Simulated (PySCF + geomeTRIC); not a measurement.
Level of theory: PySCF + geomeTRIC with M06-2X/def2-TZVP. fastk is a local helper that only speeds up exchange builds. No frequencies were computed at this level.

```python
import json, numpy as np
from pyscf import gto, dft
from fastk import lowrank_exchange
atoms = """
B      2.780023    -0.102615    -0.134679
C      1.358641    -0.516733     0.272271
C      0.254074    -0.116576    -0.370872
C     -1.145472    -0.489552    -0.013494
C     -2.019057     0.750520     0.179819
H      2.938348     0.606205    -1.052650
H      3.705840    -0.489139     0.467284
H      1.207475    -1.172029     1.125826
H      0.345162     0.541044    -1.227327
H     -1.154180    -1.096626     0.894179
H     -1.564830    -1.090788    -0.827090
H     -3.039111     0.461937     0.421907
H     -2.035923     1.351988    -0.726529
H     -1.630986     1.362363     0.991354
"""
def scf(charge, spin, dm0=None):
    mol = gto.M(atom=atoms, basis='def2-tzvp', ecp={}, charge=charge, spin=spin, verbose=3, max_memory=5040)
    mf = dft.KS(mol, xc='m062x').density_fit(auxbasis="def2-universal-jkfit")
    mf.grids.level = 4
    mf.conv_tol = 1e-8
    mf.max_cycle = 60
    mf.kernel(dm0)
    if not mf.converged:
        mf = mf.newton().run(mf.mo_coeff, mf.mo_occ).undo_soscf()
    return mf
mf = scf(0, 0)
from pyscf.geomopt.geometric_solver import kernel as optimize
path = []
done, mol = optimize(mf, maxsteps=80, assert_convergence=False, callback=lambda env: path.append((env["energy"], bool(env["g_scanner"].converged))))
res = dict(converged=bool(done and path[-1][1]), energy=path[-1][0], path=[e for e, c in path], xyz=mol.atom_coords(unit="Angstrom").tolist(), nao=mol.nao)
json.dump(res, open("result.json", "w"))
```

Output:

```
converged SCF energy = -182.623836769441
Geometry optimization cycle 1
converged SCF energy = -182.623836769389
cycle 1: E = -182.623836769  dE = -182.624  norm(grad) = 0.0212078
Geometry optimization cycle 2
converged SCF energy = -182.624074864978
cycle 2: E = -182.624074865  dE = -0.000238096  norm(grad) = 0.0113858
Geometry optimization cycle 3
converged SCF energy = -182.62471927145
cycle 3: E = -182.624719271  dE = -0.000644406  norm(grad) = 0.00295565
Geometry optimization cycle 4
converged SCF energy = -182.624739670452
cycle 4: E = -182.62473967  dE = -2.0399e-05  norm(grad) = 0.00155175
Geometry optimization cycle 5
converged SCF energy = -182.62474948231
cycle 5: E = -182.624749482  dE = -9.81186e-06  norm(grad) = 0.00106102
Geometry optimization cycle 6
converged SCF energy = -182.624752171622
cycle 6: E = -182.624752172  dE = -2.68931e-06  norm(grad) = 0.000958605
Geometry optimization cycle 7
converged SCF energy = -182.624759149639
cycle 7: E = -182.62475915  dE = -6.97802e-06  norm(grad) = 0.000748742
Geometry optimization cycle 8
converged SCF energy = -182.624765484631
cycle 8: E = -182.624765485  dE = -6.33499e-06  norm(grad) = 0.000651227
Geometry optimization cycle 9
converged SCF energy = -182.624770354282
cycle 9: E = -182.624770354  dE = -4.86965e-06  norm(grad) = 0.000442587
Geometry optimization cycle 10
converged SCF energy = -182.624771454077
cycle 10: E = -182.624771454  dE = -1.09979e-06  norm(grad) = 0.000144595
Geometry optimization cycle 11
converged SCF energy = -182.624771581131
cycle 11: E = -182.624771581  dE = -1.27054e-07  norm(grad) = 4.72527e-05
<class 'geometric.internal.Distance'> : 13
<class 'geometric.internal.Angle'> : 18
<class 'geometric.internal.OutOfPlane'> : 3
<class 'geometric.internal.Dihedral'> : 23
<class 'geometric.internal.TranslationX'> : 1
<class 'geometric.internal.TranslationY'> : 1
<class 'geometric.internal.TranslationZ'> : 1
<class 'geometric.internal.RotationA'> : 1
<class 'geometric.internal.RotationB'> : 1
<class 'geometric.internal.RotationC'> : 1
Step    0 : Gradient = 5.668e-03/1.220e-02 (rms/max) Energy = -182.6238367694
Step    1 : Displace = 1.000e-01/2.090e-01 (rms/max) Trust = 1.000e-01 (=) Grad = 3.043e-03/6.737e-03 (rms/max) E (change) = -182.6240748650 (-2.381e-04) Quality = 0.193
Step    2 : Displace = 5.254e-02/9.959e-02 (rms/max) Trust = 5.000e-02 (-) Grad = 7.899e-04/1.377e-03 (rms/max) E (change) = -182.6247192714 (-6.444e-04) Quality = 0.849
Step    3 : Displace = 8.973e-03/2.268e-02 (rms/max) Trust = 7.071e-02 (+) Grad = 4.147e-04/8.452e-04 (rms/max) E (change) = -182.6247396705 (-2.040e-05) Quality = 0.729
Step    4 : Displace = 4.881e-03/9.036e-03 (rms/max) Trust = 7.071e-02 (=) Grad = 2.836e-04/6.313e-04 (rms/max) E (change) = -182.6247494823 (-9.812e-06) Quality = 0.996
Step    5 : Displace = 5.785e-03/1.025e-02 (rms/max) Trust = 1.000e-01 (+) Grad = 2.562e-04/5.763e-04 (rms/max) E (change) = -182.6247521716 (-2.689e-06) Quality = 0.440
Step    6 : Displace = 4.369e-03/6.907e-03 (rms/max) Trust = 1.000e-01 (=) Grad = 2.001e-04/3.601e-04 (rms/max) E (change) = -182.6247591496 (-6.978e-06) Quality = 1.366
Step    7 : Displace = 8.908e-03/1.413e-02 (rms/max) Trust = 1.414e-01 (+) Grad = 1.740e-04/3.382e-04 (rms/max) E (change) = -182.6247654846 (-6.335e-06) Quality = 1.439
Step    8 : Displace = 1.306e-02/2.227e-02 (rms/max) Trust = 2.000e-01 (+) Grad = 1.183e-04/2.224e-04 (rms/max) E (change) = -182.6247703543 (-4.870e-06) Quality = 1.233
Step    9 : Displace = 5.104e-03/8.327e-03 (rms/max) Trust = 2.828e-01 (+) Grad = 3.864e-05/8.373e-05 (rms/max) E (change) = -182.6247714541 (-1.100e-06) Quality = 1.174
Step   10 : Displace = 9.058e-04/1.778e-03 (rms/max) Trust = 3.000e-01 (+) Grad = 1.263e-05/2.218e-05 (rms/max) E (change) = -182.6247715811 (-1.271e-07) Quality = 0.856
Converged! =D
```

Cost: around 11 core-minutes (rough).
